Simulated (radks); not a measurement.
Neutral vanadium inside a hard spherical wall (all orbitals vanish at R), configuration held at [Ar] 3d3 4s2 and not refilled when levels cross. Calculated with a radial shooting solver on a logarithmic mesh with Libxc functionals: scalar-relativistic Kohn-Sham, LDA (Slater exchange, VWN5 correlation), spin-unpolarised, spherical densities, finite nucleus; Fermi nuclear charge, rms radius 3.6002 fm. Eigenvalues in eV, with the zero of energy where the potential of the charges vanishes at infinity; a dash marks a level that is unbound or too diffuse for the functional's potential to be trusted. A positive occupied level is held by the wall or, in an anion where self-interaction has pushed it up, behind a barrier. The pressure on the wall is -dE/dV.

R (bohr),E (hartree),kinetic (hartree),e(3s),e(3p),e(3d),e(4s),"e(4p, empty)","e(5s, empty)",pressure (GPa)
free,-947.06767,955.317,-69.836,-43.963,-5.384,-4.845,-1.524,-0.049,0
20,-947.06767,955.317,-69.836,-43.963,-5.384,-4.845,-1.524,0.064,< 0.0001
15,-947.06767,955.317,-69.835,-43.963,-5.384,-4.845,-1.521,0.320,< 0.0001
10,-947.06709,955.323,-69.788,-43.916,-5.339,-4.806,-1.393,1.849,0.0155
8,-947.06216,955.360,-69.545,-43.673,-5.109,-4.593,-0.955,4.437,0.224
7,-947.05107,955.427,-69.165,-43.296,-4.755,-4.235,-0.339,7.273,0.871
5,-946.91605,956.020,-66.649,-40.814,-2.417,-1.310,3.922,22.940,16.1
3.5,-946.14278,958.646,-59.728,-34.075,4.403,10.735,19.198,68.992,233
3,-945.21774,961.589,-54.528,-28.978,10.041,23.155,33.793,108.23,706
2.5,-943.00017,968.543,-45.349,-19.701,20.756,49.808,63.364,181.80,2590
